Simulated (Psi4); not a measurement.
Fe, quintet; B3LYP/6-31G** (Psi4).

Psi4 was given this input:
```
memory 2 GB

molecule {
0 5
Fe    0.00000000    0.00000000    0.00000000
}

set {
  basis 6-31g**
  reference uks
  diis_max_vecs 15
}

energy('b3lyp')
print_variables()
```

Predict the main parts of the log of this Psi4 run.


```
   => Loading Basis Set <=

    Name: 6-31G**
    Role: ORBITAL
    Keyword: BASIS

         ---------------------------------------------------------
                                   SCF
               by Justin Turney, Rob Parrish, Andy Simmonett
                          and Daniel G. A. Smith
                              UKS Reference
         ---------------------------------------------------------

  ==> Geometry <==

    Molecular point group: d2h
    Geometry (in Angstrom), charge = 0, multiplicity = 5:

       Center              X                  Y                   Z               Mass
    ------------   -----------------  -----------------  -----------------  -----------------
         FE           0.000000000000     0.000000000000     0.000000000000    55.934936330000

  Running in d2h symmetry.

  Rotational constants: A = ************  B = ************  C = ************ [cm^-1]
  Rotational constants: A = ************  B = ************  C = ************ [MHz]
  Nuclear repulsion =    0.000000000000000

  Charge       = 0
  Multiplicity = 5
  Electrons    = 26
  Nalpha       = 15
  Nbeta        = 11

  ==> Algorithm <==

  SCF Algorithm Type is DF.
  DIIS enabled.
  MOM disabled.
  Fractional occupation disabled.
  Guess Type is CORE.
  Energy threshold   = 1.00e-06
  Density threshold  = 1.00e-06
  Integral threshold = 1.00e-12

  ==> Primary Basis <==

  Basis Set: 6-31G**
    Blend: 6-31G**
    Number of shells: 12
    Number of basis functions: 39
    Number of Cartesian functions: 39
    Spherical Harmonics?: false
    Max angular momentum: 3

  ==> DFT Potential <==

   => LibXC <=

    Version 7.1.2
    S. Lehtola, C. Steigemann, M. J. T. Oliveira, and M. A. L. Marques,  SoftwareX 7, 1–5 (2018) (10.1016/j.softx.2017.11.002)

   => Composite Functional: B3LYP <=

    B3LYP Hyb-GGA Exchange-Correlation Functional

    P. J. Stephens, F. J. Devlin, C. F. Chabalowski, and M. J. Frisch,  J. Phys. Chem. 98, 11623 (1994) (10.1021/j100096a001)

    Deriv               =              1
    GGA                 =           TRUE
    Meta                =          FALSE

    Exchange Hybrid     =           TRUE
    MP2 Hybrid          =          FALSE

   => Exchange Functionals <=

    0.0800   Slater exchange
    0.7200         Becke 88

   => Exact (HF) Exchange <=

    0.2000               HF

   => Correlation Functionals <=

    0.1900   Vosko, Wilk & Nusair (VWN5_RPA)
    0.8100   Lee, Yang & Parr

   => LibXC Density Thresholds  <==

    XC_HYB_GGA_XC_B3LYP:  1.00E-15

   => Molecular Quadrature <=

    Radial Scheme          =       TREUTLER
    Pruning Scheme         =           NONE
    Nuclear Scheme         =       TREUTLER

    Blocking Scheme        =         OCTREE
    BS radius alpha        =              1
    Pruning alpha          =              1
    Radial Points          =             75
    Spherical Points       =            302
    Total Points           =          21134
    Total Blocks           =            235
    Max Points             =            256
    Max Functions          =             39
    Weights Tolerance      =       1.00E-15

   => Loading Basis Set <=

    Name: (6-31G** AUX)
    Role: JKFIT
    Keyword: DF_BASIS_SCF

  ==> Integral Setup <==

  SCF_SUBTYPE=INCORE selected. In-core MEM_DF algorithm will be used.
  Using in-core AOs.

  ==> MemDFJK: Density-Fitted J/K Matrices <==

    J tasked:                   Yes
    K tasked:                   Yes
    wK tasked:                   No
    Algorithm:                 Core
    Schwarz Cutoff:           1E-12
    Mask sparsity (%):       0.0000
    Fitting Condition:        1E-10

   => Auxiliary Basis Set <=

  Basis Set: (6-31G** AUX)
    Blend: DEF2-UNIVERSAL-JKFIT
    Number of shells: 58
    Number of basis functions: 377
    Number of Cartesian functions: 377
    Spherical Harmonics?: false
    Max angular momentum: 6

  Minimum eigenvalue in the overlap matrix is 1.7608743552E-03.
[...]
    Occupation by irrep:
             Ag   B1g   B2g   B3g    Au   B1u   B2u   B3u
    DOCC [     4,    1,    0,    0,    0,    2,    2,    2 ]
    SOCC [     2,    0,    1,    1,    0,    0,    0,    0 ]
    NA   [     6,    1,    1,    1,    0,    2,    2,    2 ]
    NB   [     4,    1,    0,    0,    0,    2,    2,    2 ]

   @DF-UKS iter   5: -1262.92736492621361   -5.44463e+00   6.46416e-02 DIIS/ADIIS
   @DF-UKS iter   6: -1263.49165357736956   -5.64289e-01   1.76282e-02 DIIS/ADIIS
   @DF-UKS iter   7: -1263.51104756709310   -1.93940e-02   1.02239e-02 DIIS/ADIIS
   @DF-UKS iter   8: -1263.51926373442484   -8.21617e-03   4.05809e-03 DIIS/ADIIS
   @DF-UKS iter   9: -1263.52076307193079   -1.49934e-03   4.59188e-04 DIIS/ADIIS
   @DF-UKS iter  10: -1263.52078280624596   -1.97343e-05   7.78066e-06 DIIS
   @DF-UKS iter  11: -1263.52078282392608   -1.76801e-08   1.19194e-06 DIIS
   @DF-UKS iter  12: -1263.52078282403181   -1.05729e-10   1.02380e-06 DIIS
   @DF-UKS iter  13: -1263.52078282411776   -8.59472e-11   6.62879e-08 DIIS
  Energy and wave function converged.

  ==> Post-Iterations <==

   Electrons on quadrature grid:
      Nalpha   =   14.9999999998 ; deviation = -2.182e-10
      Nbeta    =   10.9999999998 ; deviation = -2.172e-10
      Ntotal   =   25.9999999996 ; deviation = -4.354e-10

   @Spin Contamination Metric:   5.047106323E-03
   @S^2 Expected:                6.000000000E+00
   @S^2 Observed:                6.005047106E+00
   @S   Expected:                2.000000000E+00
   @S   Observed:                2.000000000E+00

    Orbital Energies [Eh]
    ---------------------

    Alpha Occupied:

[...]
    Alpha Virtual:

[...]
    Beta Occupied:

[...]
    Beta Virtual:

[...]
      11Ag    20.360251

    Final Occupation by Irrep:
             Ag   B1g   B2g   B3g    Au   B1u   B2u   B3u
    DOCC [     4,    1,    0,    0,    0,    2,    2,    2 ]
    SOCC [     2,    0,    1,    1,    0,    0,    0,    0 ]
    NA   [     6,    1,    1,    1,    0,    2,    2,    2 ]
    NB   [     4,    1,    0,    0,    0,    2,    2,    2 ]

  @DF-UKS Final Energy: -1263.52078282411776

   => Energetics <=

    Nuclear Repulsion Energy =              0.0000000000000000
    One-Electron Energy =               -1744.7599940821437485
    Two-Electron Energy =                 526.0264295414187927
    DFT Exchange-Correlation Energy =     -44.7872182833927539
    Empirical Dispersion Energy =           0.0000000000000000
    VV10 Nonlocal Energy =                  0.0000000000000000
    Total Energy =                      -1263.5207828241177594

  UHF NO Occupations:
  HONO-2 :    6 Ag 1.0000000
  HONO-1 :    1B3g 1.0000000
  HONO-0 :    1B2g 1.0000000
  LUNO+0 :    7 Ag 0.0020471
  LUNO+1 :    2B1g 0.0002376
  LUNO+2 :    3B1u 0.0000786
  LUNO+3 :    3B3u 0.0000778

Computation Completed

Properties will be evaluated at   0.000000,   0.000000,   0.000000 [a0]

Properties computed using the SCF density matrix

 Multipole Moments:

 ------------------------------------------------------------------------------------
     Multipole            Electronic (a.u.)      Nuclear  (a.u.)        Total (a.u.)
 ------------------------------------------------------------------------------------

 L = 1.  Multiply by 2.5417464519 to convert [e a0] to [Debye]
 Dipole X            :          0.0000000            0.0000000            0.0000000
 Dipole Y            :          0.0000000            0.0000000            0.0000000
 Dipole Z            :          0.0000000            0.0000000            0.0000000
 Magnitude           :                                                    0.0000000

 ------------------------------------------------------------------------------------

  Variable Map:
  ----------------------------------------------------------------------------
[...]
  Array Variable Map:
  ----------------------------------------------------------------------------
[...]
[...]
```
